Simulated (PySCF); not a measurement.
**Exercise with solution: entropy of an ideal gas**

CdF2, SMILES [F][Cd][F].

Coordinates come from a PBE0-D3(BJ)/def2-TZVP optimisation. The def2 effective core potentials stand for the cores of Cd; spin–orbit coupling is left out.

PBE0-D3(BJ)/def2-TZVP (PySCF) gives the harmonic wavenumbers 138, 138, 542, 647 cm⁻¹ and the rotational temperature 0.1729 K. The molar mass is 150.41 g/mol, the symmetry number 2, the spin multiplicity 1.

### Question
Work out the entropy at 298.15 K and 1 atm in the rigid-rotor, harmonic-oscillator model.

### Answer

Translation (Sackur–Tetrode at 1 atm): S = R[1.5 ln M + 2.5 ln T − 1.16487] = 171.3 J/(mol K).
Rotation: q = T/(σ θ) = 862, S = R[ln q + 1] = 64.5 J/(mol K).
Vibration: with u = 1.4388 ν/T, each mode gives R[u/(e^u − 1) − ln(1 − e^−u)]:
```tsv
ν (cm⁻¹)	modes	u	S (J/(mol K))
138	2	0.67	23.69
542	1	2.62	2.35
647	1	3.12	1.57
```
These are all the modes. Sum 27.6 J/(mol K).
Spin: R ln 1 = 0.0 J/(mol K).
Total 263.4 J/(mol K); the program's own thermochemistry gives 263.4. Translation makes up 65 % and vibration 10 %. Anharmonicity, hindered rotation and orbital degeneracy are left out.
